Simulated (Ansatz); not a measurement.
Reaction (formal exchange of groups at the Si–Al bond): `C[SiH]([AlH2])O[SiH3]` + CH₄ → `C[SiH](C)O[SiH3]` + `[AlH3]`

Program: Ansatz. Geometries: PBE0-D4/def2-TZVP. ΔE: electronic, gas phase. CCSD(T)/CBS adds triple-zeta CCSD(T) − MP2 to the extrapolated MP2 energy (def2 sets, frozen cores). This one scheme is used for every species. One conformer a species, not always the lowest.

| level | ΔE (kJ/mol) |
| --- | --- |
| CCSD(T)/def2-TZVPP | -13.4 |
| MP2/def2-QZVPP | -20.4 |

What does CCSD(T)/CBS give? (An estimate is asked.)

The calculation gave: -13.7 kJ/mol. The listed levels differ from it by 0.3, -6.7 kJ/mol.

Largest T1 diagnostic among the species: 0.011.

From PBE to PBE0 (25 % exact exchange), in def2-TZVPP and without D4, ΔE moves by −5.6 kJ/mol.
